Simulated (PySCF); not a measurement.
## Substituent effects on chemical shifts

Parent skeleton `[CH:1]#[C:2][CH:3]([CH3:4])[NH:5][SiH3:6]`; one hydrogen on atom 3 is replaced by X. Hydrogens on one atom are averaged.

Averaged over atoms made equivalent by symmetry, fast rotation or ring inversion, isolated molecule, single conformer, non-relativistic Hamiltonian. Shieldings: GIAO PBE0/pcSseg-1; coordinates at the GFN2-xTB level; PySCF.

Scale: TMS for 13C, 29Si, 1H; NH3 for 15N (reference shieldings calculated alike).

Known members:
```
       X    C1    C2    C3    C4    N5    Si6  H(C1)  H(C4)  H(Si6)
propynyl  75.5  91.8  43.1  31.2  53.4  -67.4   1.88   1.73    4.62
     nPr  76.4  95.9  50.0  32.2  39.0  -71.2   1.70   1.66    4.59
  CH=NMe  84.4  87.2  48.2  33.6  41.8  -67.4   2.16   1.61    4.70
     cPr  75.2  96.7  47.7  28.1  27.0  -66.1   1.75   1.68    4.68
   allyl  76.7  95.0  49.5  30.5  40.3  -70.6   1.73   1.65    4.58
```

Four more derivatives gave (δ, ppm):
```json
{"compound": "1", "C1": "84.0", "C2": "89.6", "C3": "50.3", "C4": "33.5", "N5": "37.3", "Si6": "-65.8", "H(C1)": "2.10", "H(C4)": "1.75", "H(Si6)": "4.70"}
{"compound": "2", "C1": "80.0", "C2": "92.6", "C3": "53.4", "C4": "30.3", "N5": "49.1", "Si6": "-69.8", "H(C1)": "1.97", "H(C4)": "1.63", "H(Si6)": "4.71"}
{"compound": "3", "C1": "80.4", "C2": "93.2", "C3": "55.4", "C4": "34.1", "N5": "54.3", "Si6": "-64.4", "H(C1)": "2.09", "H(C4)": "1.58", "H(Si6)": "4.35"}
{"compound": "4", "C1": "82.7", "C2": "91.1", "C3": "49.6", "C4": "39.5", "N5": "48.0", "Si6": "-65.7", "H(C1)": "2.01", "H(C4)": "1.66", "H(Si6)": "4.70"}
```

Their substituents are CH2CN, CH2SiH3, isopropenyl, vinyl. Which is which?

Results:

1: X = CH2CN (C#C[C@](C)(CC#N)N[SiH3]); 2: X = vinyl (C#C[C@](C)(C=C)N[SiH3]); 3: X = isopropenyl (C#C[C@](C)(N[SiH3])C(=C)C); 4: X = CH2SiH3 (C#C[C@@](C)(C[SiH3])N[SiH3]).

Experimental scales use liquid or dissolved standards, which lie at an offset from isolated NH3 (liquid NH3: subtract about 20 ppm). Unscaled 15N shifts of sp2 nitrogen come out 20 to 40 ppm too high even then.
